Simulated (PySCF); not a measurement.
Mg(H)(NH2) (H3MgN), SMILES [NH2][MgH].

Coordinates come from a B3LYP-D3(BJ)/def2-TZVP optimisation.

These are M06-2X/def2-TZVPD (PySCF) values and carry that method's errors.

Symmetry labels are those of the subgroup C2v that the program uses (full group C2v).

Computed valence orbital energies around the gap with their symmetry:
```csv
orbital,symmetry,energy (eV)
HOMO−7,B2,-54.65
HOMO−6,B1,-54.63
HOMO−5,A1,-54.50
HOMO−4,A1,-23.99
HOMO−3,B2,-13.65
HOMO−2,A1,-11.27
HOMO−1,A1,-8.88
HOMO,B1,-7.75
LUMO,A1,-0.34
LUMO+1,B2,-0.20
LUMO+2,B1,0.08
LUMO+3,A1,0.84
```
